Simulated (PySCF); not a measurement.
**Polarisability and C₆ of Sc⁺ (scandium, charge +1)**

[Ar] 3d1 4s1, high-spin 3D determinant. Computed with PySCF 2.14 in aug-cc-pVTZ with one added diffuse shell each of s, p, d, f, g type (9s8p6d4f3g, 118 functions), with the non-relativistic Hamiltonian (point nucleus). Coupled (time-dependent) response in atomic units; α is the mean over directions.

```csv
method,mean α (bohr³),"α xx, yy, zz",C₆ (like pair),S(−4)
M06,54.27,"54.45, 54.45, 53.89",342.5,2773
```

S(−4) is the Cauchy moment in α(ω) = α(0) + S(−4) ω² + …

α(iu) at M06:

```json
{"u (hartree)": "0", "α(iu) (bohr³)": "54.27"}
{"u (hartree)": "0.0500", "α(iu) (bohr³)": "48.19"}
{"u (hartree)": "0.100", "α(iu) (bohr³)": "36.49"}
{"u (hartree)": "0.200", "α(iu) (bohr³)": "19.75"}
{"u (hartree)": "0.300", "α(iu) (bohr³)": "12.25"}
{"u (hartree)": "0.500", "α(iu) (bohr³)": "6.625"}
{"u (hartree)": "0.750", "α(iu) (bohr³)": "4.182"}
{"u (hartree)": "1.00", "α(iu) (bohr³)": "3.031"}
{"u (hartree)": "1.50", "α(iu) (bohr³)": "1.866"}
{"u (hartree)": "2.00", "α(iu) (bohr³)": "1.268"}
{"u (hartree)": "3.00", "α(iu) (bohr³)": "0.6847"}
{"u (hartree)": "5.00", "α(iu) (bohr³)": "0.2867"}
```

A single London oscillator, α(iu) = α/(1 + u²/ω²), gives C₆ = (3/4) ω α². Matching the computed C₆ needs ω = 4 × 342.5 / (3 × 54.27²) = 0.155 hartree.

For an ion, C₆ is the dispersion term alone; charge-induced terms of lower order in 1/R come first.

The components differ because the open shell of this determinant is not spherical; for a pure term their mean is the scalar polarisability.
